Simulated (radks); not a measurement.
These are the eigenvalues of the occupied orbitals of an atom or ion with whole-number occupations (hartree). Calculated with a radial shooting solver on a logarithmic mesh with Libxc functionals: Dirac Kohn-Sham, PBE, spin-unpolarised, spherical densities, finite nucleus; Fermi nuclear charge, rms radius of each element as measured or else 0.836 A^(1/3) + 0.57 fm.

1s1/2: -1113.192
2s1/2: -169.6083
2p1/2: -158.6982
2p3/2: -149.4442
3s1/2: -33.50373
3p1/2: -29.04358
3p3/2: -27.33601
3d3/2: -19.46032
3d5/2: -19.10546
4s1/2: -5.77464
4p1/2: -4.26646
4p3/2: -3.95085
4d3/2: -1.56692
4d5/2: -1.52115
5s1/2: -0.75595
5p1/2: -0.45768
5p3/2: -0.43066

Which element is it, and in what charge state? The configuration may be excited.

Answer. Z = 51, antimony, charge +1: Sb+ in [Kr] 4d10 5s2 5p(1/2: 1, 3/2: 1). The list shows which subshells hold electrons but not how many an open one holds; the 1s level, -1113.2 hartree, gives Z - s = 47.2 by -(Z - s)^2/2, which with screening and relativity narrows Z to a few neighbours, and the depths of the outer levels then fix element, charge and occupations together.
